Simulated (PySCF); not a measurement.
Work out the structure from these simulated measurements.

Formula: C7H5F3.

- 13C NMR: chemical shifts (computed TMS as zero) by class: 161.3 (1 C), 132.8 (1 C), 125.0 (1 C), 88.6 (1 C), 86.3 (1 C), 35.6 (1 C), 31.2 (1 C) ppm [GIAO PBE0/pcSseg-1]
- NMR, other nuclei: isotropic shieldings of nuclei other than C and H, by class: 233 (3 F) ppm [GIAO PBE0/pcSseg-1]
- Dipole: 4.18 D [B3LYP/def2-SVPD]
- Polarisability: 89.9 au [B3LYP/def2-SVPD]
- UV, strongest line: among the 8 lowest singlet transitions: S2 at 5.25 eV (236 nm, f = 0.311) [TDDFT B3LYP/def2-SVPD]
- UV, first state: lowest singlet excitation: 5.25 eV (236 nm, f = 0.011) [TDDFT B3LYP/def2-SVPD]
- Rotational structure: rotational constants A, B, C: 3.950, 0.501, 0.484 GHz [GFN2-xTB]
- Triplet: lowest triplet excitation (Tamm–Dancoff): 3.27 eV [TDA B3LYP/def2-SVPD]
- 1H NMR: chemical shifts (computed TMS as zero) by class: 6.95 (1 H), 2.84 (2 H), 2.64 (2 H) ppm [GIAO PBE0/pcSseg-1]

Electronic properties: PySCF, gas phase, density fitting. Levels stand in brackets. Isolated species at its GFN2-xTB geometry, gas phase. Each NMR value is the plain mean over a class of atoms that symmetry, rotation or inversion makes alike.

Q: Give a SMILES that accounts for the data.

A: Numbering: `[F:1][C:2]([F:3])([F:4])[C:5]#[C:6][C:7]1=[CH:8][CH2:9][CH2:10]1`. Its formula, C7H5F3, gives 4 degrees of unsaturation: 1 ring and 3 π bonds in the structure found. 7 carbons fall into 7 classes; from least to most shielded: alkene CH carbon [C8] (161.3 ppm), fully substituted alkene carbon [C7] (132.8 ppm), CF3 carbon [C2] (125.0 ppm), alkyne carbon [C6] (88.6 ppm), alkyne carbon [C5] (86.3 ppm), allylic carbon [C10] (35.6 ppm), allylic carbon [C9] (31.2 ppm). Hydrogen classes from least to most shielded: 1 H on an alkene CH carbon, C8 (6.95 ppm), 2 H on an allylic carbon, C10 (2.84 ppm), 2 H on an allylic carbon, C9 (2.64 ppm). The other shieldings belong to: 233 ppm, fluorine of a CF3 group [F1/F3/F4]. S1 is mainly HOMO−1→LUMO (weight 0.87); the largest Löwdin shares of the orbital it empties are 0.38 on an alkyne carbon, 0.32 on an alkyne carbon, 0.08 on the fully substituted alkene carbon and 0.07 on an allylic carbon, of the orbital it fills 0.26 on the alkene CH carbon, 0.17 on an alkyne carbon, 0.17 on the fully substituted alkene carbon and 0.15 on an alkyne carbon. The optimised geometry has point group Cs and is an asymmetric top. Structure: `FC(F)(F)C#CC1=CCC1`. Computed isomers that give other values at the same levels: `CC#CC#CCC(F)(F)F` (13C chemical shifts (computed TMS as zero) by class: 134.3 (1 C), 82.1 (1 C), 78.7 (1 C), 71.9 (1 C), 69.6 (1 C), 30.1 (1 C), 5.3 (1 C) ppm); `C=C1C=C(C(F)(F)F)C1=C` (13C chemical shifts (computed TMS as zero) by class: 155.1 (1 C), 154.0 (1 C), 152.1 (1 C), 150.5 (1 C), 129.7 (1 C), 108.1 (1 C), 104.4 (1 C) ppm); `C=C(F)C(=C)C#CC(F)F` (13C chemical shifts (computed TMS as zero) by class: 171.1 (1 C), 135.3 (1 C), 128.1 (1 C), 110.5 (1 C), 103.6 (1 C), 92.4 (1 C), 92.2 (1 C) ppm). The assignments are read from this structure; whether some other isomer fits the data as well wasn't checked.
